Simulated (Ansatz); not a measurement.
Ansatz (a program for electronic structure) input (MP2/6-31G*):

Ansatz 0.2 input:
```yaml
crystal:
  periodic: [false, false, false]
  atoms:
    - {symbol: C, position_ang: [1.60391100, 0.16073300, 0.18610100]}
    - {symbol: C, position_ang: [0.41228000, -0.75592800, -0.11930400]}
    - {symbol: C, position_ang: [-0.88188300, -0.28173700, 0.50118600]}
    - {symbol: F, position_ang: [-1.31338600, 0.85857400, -0.39198900]}
    - {symbol: H, position_ang: [1.40617600, 1.16159400, -0.20643100]}
    - {symbol: H, position_ang: [1.73055100, 0.25306500, 1.26918000]}
    - {symbol: H, position_ang: [2.54164000, -0.20225100, -0.25993300]}
    - {symbol: H, position_ang: [0.36727500, -0.87762800, -1.22897400]}
    - {symbol: H, position_ang: [0.61502500, -1.75524100, 0.29544500]}
    - {symbol: H, position_ang: [-1.64604300, -1.04511800, 0.25071500]}
basis:
  gaussian:
    orbitals: 6-31G*
total_charge: -1
magnetization: {spin_polarized: false}
correlation: {method: mp2, electrons: outside_noble_gas}
relax: {f_tol: 0.003, max_steps: 120}
```

Output:

```
Functional definition: HF
these checks for a lower state are left out or cut short: cluster_reference
integrals: 0.03 GiB planned
835 factors; integrals over basis functions are off by at most 4.1e-4 eV
mean field: 0.16 GiB planned
mean field evaluation 1: about -5887.2621 eV, gradient 2.1e1 eV
mean field evaluation 2: about -5887.3317 eV, gradient 2.1e1 eV
mean field evaluation 4: about -5888.8237 eV, gradient 1.6e0 eV
mean field evaluation 8: about -5888.8367 eV, gradient 1.7e-1 eV
mean field -5888.83705577 eV, -216.4107702023 hartree, gradient 6.8e-6 eV, S^2 0.000000; 0 other end points of the search recorded, 0 dependent functions left out
4 core orbitals not correlated
reference -5888.83705577 eV, -216.4107702023 hartree; 13, 13 occupied and 55, 55 virtual orbitals, 835 factors
densities: 0.12 GiB planned
second order -15.43919679 eV of doubles, -0.00000000 eV of singles
the calculation of the forces begins
relax step   1: F+E_penalty+E_count = -5904.27625255 eV  Δ(F+E_penalty+E_count) = +0.000e0 eV  max|allowed force component| = 5.776e-1 eV/Å  Δτ_max = 0.0000 Å  (46 SCF iters, accepted)
these checks for a lower state are left out or cut short: starts, cluster_reference, orbital_swaps, neighbouring_geometries, increment
integrals: 0.03 GiB planned
835 factors; integrals over basis functions are off by at most 4.0e-4 eV
mean field: 0.16 GiB planned
mean field evaluation 16: about -5888.7674 eV, gradient 3.1e-2 eV
mean field -5888.84225589 eV, -216.4109613032 hartree, gradient 1.9e-6 eV, S^2 0.000000; 0 other end points of the search recorded, 0 dependent functions left out
4 core orbitals not correlated
reference -5888.84225589 eV, -216.4109613032 hartree; 13, 13 occupied and 55, 55 virtual orbitals, 835 factors
densities: 0.12 GiB planned
second order -15.45530150 eV of doubles, -0.00000000 eV of singles
the calculation of the forces begins
relax step   2: F+E_penalty+E_count = -5904.29755739 eV  Δ(F+E_penalty+E_count) = -2.130e-2 eV  max|allowed force component| = 2.105e-1 eV/Å  Δτ_max = 0.0860 Å  (42 SCF iters, accepted)
these checks for a lower state are left out or cut short: starts, cluster_reference, orbital_swaps, neighbouring_geometries, increment
integrals: 0.03 GiB planned
835 factors; integrals over basis functions are off by at most 4.0e-4 eV
mean field: 0.16 GiB planned
mean field -5888.84320250 eV, -216.4109960905 hartree, gradient 2.2e-6 eV, S^2 0.000000; 0 other end points of the search recorded, 0 dependent functions left out
4 core orbitals not correlated
reference -5888.84320250 eV, -216.4109960905 hartree; 13, 13 occupied and 55, 55 virtual orbitals, 835 factors
densities: 0.12 GiB planned
second order -15.45948057 eV of doubles, -0.00000000 eV of singles
the calculation of the forces begins
mean field evaluation 32: about -5888.8432 eV, gradient 2.2e-6 eV
relax step   3: F+E_penalty+E_count = -5904.30268307 eV  Δ(F+E_penalty+E_count) = -5.126e-3 eV  max|allowed force component| = 1.104e-1 eV/Å  Δτ_max = 0.0515 Å  (42 SCF iters, accepted)
these checks for a lower state are left out or cut short: starts, cluster_reference, orbital_swaps, neighbouring_geometries, increment
integrals: 0.03 GiB planned
835 factors; integrals over basis functions are off by at most 4.0e-4 eV
mean field: 0.16 GiB planned
mean field -5888.84408077 eV, -216.4110283665 hartree, gradient 4.9e-6 eV, S^2 0.000000; 0 other end points of the search recorded, 0 dependent functions left out
4 core orbitals not correlated
reference -5888.84408077 eV, -216.4110283665 hartree; 13, 13 occupied and 55, 55 virtual orbitals, 835 factors
densities: 0.12 GiB planned
second order -15.45910873 eV of doubles, -0.00000000 eV of singles
the calculation of the forces begins
relax step   4: F+E_penalty+E_count = -5904.30318950 eV  Δ(F+E_penalty+E_count) = -5.064e-4 eV  max|allowed force component| = 2.356e-2 eV/Å  Δτ_max = 0.0133 Å  (35 SCF iters, accepted)
these checks for a lower state are left out or cut short: starts, cluster_reference, orbital_swaps, neighbouring_geometries, increment
integrals: 0.03 GiB planned
835 factors; integrals over basis functions are off by at most 4.0e-4 eV
mean field: 0.16 GiB planned
mean field -5888.84429391 eV, -216.4110361991 hartree, gradient 3.0e-6 eV, S^2 0.000000; 0 other end points of the search recorded, 0 dependent functions left out
4 core orbitals not correlated
reference -5888.84429391 eV, -216.4110361991 hartree; 13, 13 occupied and 55, 55 virtual orbitals, 835 factors
densities: 0.12 GiB planned
second order -15.45893558 eV of doubles, -0.00000000 eV of singles
the calculation of the forces begins
relax step   5: F+E_penalty+E_count = -5904.30322949 eV  Δ(F+E_penalty+E_count) = -3.998e-5 eV  max|allowed force component| = 5.819e-3 eV/Å  Δτ_max = 0.0038 Å  (33 SCF iters, accepted)
these checks for a lower state are left out or cut short: starts, cluster_reference, orbital_swaps, neighbouring_geometries, increment
integrals: 0.03 GiB planned
835 factors; integrals over basis functions are off by at most 4.0e-4 eV
mean field: 0.16 GiB planned
mean field -5888.84434859 eV, -216.4110382085 hartree, gradient 3.0e-6 eV, S^2 0.000000; 0 other end points of the search recorded, 0 dependent functions left out
4 core orbitals not correlated
reference -5888.84434859 eV, -216.4110382085 hartree; 13, 13 occupied and 55, 55 virtual orbitals, 835 factors
densities: 0.12 GiB planned
second order -15.45888649 eV of doubles, -0.00000000 eV of singles
the calculation of the forces begins
relax step   6: F+E_penalty+E_count = -5904.30323507 eV  Δ(F+E_penalty+E_count) = -5.586e-6 eV  max|allowed force component| = 2.500e-3 eV/Å  Δτ_max = 0.0018 Å  (33 SCF iters, accepted)
these checks for a lower state are left out or cut short: cluster_reference
integrals: 0.03 GiB planned
835 factors; integrals over basis functions are off by at most 4.0e-4 eV
mean field: 0.16 GiB planned
mean field evaluation 64: about -5888.8414 eV, gradient 5.0e-1 eV
mean field -5888.84434859 eV, -216.4110382085 hartree, gradient 3.0e-6 eV, S^2 0.000000; 1 other end points of the search recorded, 0 dependent functions left out
4 core orbitals not correlated
reference -5888.84434859 eV, -216.4110382085 hartree; 13, 13 occupied and 55, 55 virtual orbitals, 835 factors
densities: 0.12 GiB planned
second order -15.45888649 eV of doubles, -0.00000000 eV of singles
the calculation of the forces begins
Total energy: -5904.30323507 eV, -216.9791418084 hartree
Atom 0 at     1.575960     0.160561     0.173949 Å, force     0.000573    -0.001123    -0.000175 eV/Å
Atom 1 at     0.414078    -0.791195    -0.118105 Å, force    -0.002500     0.000515     0.001033 eV/Å
Atom 2 at    -0.869648    -0.291562     0.536056 Å, force     0.002353     0.000051     0.000004 eV/Å
Atom 3 at    -1.191760     0.908755    -0.331777 Å, force    -0.000324     0.000838    -0.000072 eV/Å
Atom 4 at     1.325893     1.143530    -0.234317 Å, force     0.000483     0.001050    -0.000554 eV/Å
Atom 5 at     1.685368     0.273036     1.257698 Å, force    -0.001079     0.000035     0.000203 eV/Å
Atom 6 at     2.535001    -0.166238    -0.257209 Å, force    -0.000194    -0.000064    -0.000092 eV/Å
Atom 7 at     0.368529    -0.921111    -1.224659 Å, force     0.000241     0.000353    -0.000488 eV/Å
Atom 8 at     0.646971    -1.786130     0.299942 Å, force     0.000536    -0.000550     0.000433 eV/Å
Atom 9 at    -1.654845    -1.013584     0.194418 Å, force    -0.000089    -0.001105    -0.000291 eV/Å
Dipole moment:     0.650467    -0.089351    -0.333182 e Å
Checks for a lower state left out: cluster_reference
```

The dipole moment of an ion depends on the origin.

The geometry given is a B3LYP-D3(BJ)/def2-TZVP minimum.
